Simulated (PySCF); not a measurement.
Structure from 2D NMR

Compound of formula C₅H₁₁BO₃. Correlations simulated from computed shifts and the bond graph:

HSQC (one-bond C–H):
```csv
δH,δC
6.12,144.2
5.49,93.7
4.55,69.4
4.23,93.7
1.25,25.5
```

COSY cross peaks (H two or three bonds apart, from the bond graph; peaks can be absent where the dihedral angle is near 90°):
```csv
δH,δH
6.12,5.49
6.12,4.23
5.49,4.23
4.55,1.25
```

HMBC (two and three bonds, from the bond graph):
```csv
δH,δC
6.12,93.7
5.49,144.2
4.55,25.5
4.23,144.2
1.25,"69.4, 25.5"
```

- shieldings: GIAO KT2/pcSseg-1
- geometry from PBE0-D3(BJ)/def2-SVP
- program: PySCF
- non-relativistic Hamiltonian, averaged over atoms made equivalent by symmetry, fast rotation or ring inversion, one computed conformer, no solvent

Referencing at the same level of theory: 1H and 13C against TMS.

Exchangeable hydrogens are left out of these lists.

**Question.** Work out the connectivity.

**Answer.** SMILES C=COB(O)OC(C)C.

Mapped SMILES: `[CH2:1]=[CH:2][O:3][B:4]([OH:5])[O:6][CH:7]([CH3:8])[CH3:9]` (H(Xn): hydrogen on atom n). Ha(C1) is cis to O3; Hb(C1) is trans to O3.

1. δC 144.2 is C2, an alkene carbon bearing oxygen (δH 6.12).
2. δC 93.7 is C1, a β carbon of an enol-ether or enamine type C=C (δH 5.49, 4.23).
3. δC 69.4 is C7, an sp3 CH bonded to O (δH 4.55).
4. δC 25.5 is C8/C9, a methyl carbon (δH 1.25).
5. COSY links 6.12–5.49, 6.12–4.23, 5.49–4.23, 4.55–1.25.

This is the structure that produced the data.

The OH or NH signal is concentration- and solvent-dependent in practice; the value given is the gas-phase one. Shifts are as computed. Against solution values, carbons near 30 ppm lie about +2 ppm off and those near 130 ppm about -5 ppm. Of 1309 compounds with measured shifts, 239 miss one by over three times the rms of a fit or turn the order of signals round; such compounds aren't used in these exercises.
